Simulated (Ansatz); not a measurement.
`CS[SiH2]O[SiH3]` + `C=N` → `C=N[SiH2]O[SiH3]` + CH₃SH  (ligand exchange at the Si–S bond)

Program: Ansatz. Geometries: PBE0-D4/def2-TZVP. ΔE: electronic, gas phase. CBS: MP2 limit from def2 TZ/QZ plus the TZ coupled-cluster correction, frozen cores. This one scheme is used for every species. Functionals use def2-TZVPP. Each species was taken in one conformer, which may not be the lowest.

| level | ΔE (kJ/mol) |
| --- | --- |
| B2PLYP | 11.8 |
| HF/def2-TZVPP | 0.7 |
| MP2/def2-TZVPP | 18.2 |
| CCSD(T)/def2-TZVPP | 17.0 |

(1) What does CCSD(T)/CBS give? (Best estimate.)

Largest T1 diagnostic among the species: 0.013.

Answers

(1) The calculation gave: +19.3 kJ/mol. The listed levels differ from it by -7.5, -18.6, -1.1, -2.3 kJ/mol.

The D4 term adds +6.7 kJ/mol with B3LYP and +3.8 kJ/mol with PBE0; it sums over pairs of atoms, weighted by their polarisabilities, and B3LYP, whose exchange is more repulsive, gets the larger term. In def2-TZVPP, CCSD(T) changes the Hartree–Fock value by +16.3 kJ/mol (the triples alone add +3.0 kJ/mol) and MP2 by +17.5 kJ/mol.

B3LYP here is the variant with VWN-RPA as its local correlation; programs differ in this.
